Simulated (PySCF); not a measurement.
**AlTe⁺ at BHandHLYP**

Level: BHandHLYP. PySCF, scalar-relativistic core potentials, basis sets Al def2-SVP, Te def2-SVP with ECP28.

- state: ³Σ⁻ (triplet), unpaired electrons π ↑↑
- bond length: 317.4 pm
- harmonic wavenumber: 143 cm⁻¹
- force constant: 0.268 mdyn/Å
- rotational constant Be: 0.07489 cm⁻¹
- anharmonicity ωexe: 0.965 cm⁻¹
- vibration–rotation constant αe: 0.000636 cm⁻¹
- well depth De to Al⁺ + Te: 77 kJ/mol
- dissociation energy D0: 76 kJ/mol
- bond order (Mayer): 0.45
- dipole moment (positive dipole points towards Te; it is taken about the centre of mass and depends on that origin): -7.15 D

These are scalar-relativistic numbers at best; spin–orbit coupling would shift them, the dissociation energy most. For an ion De counts to the pair picked by the measured ionisation energies or electron affinities, which need not be the lowest pair at this level. The state was picked by a PBE0 search and need not be the measured ground state.
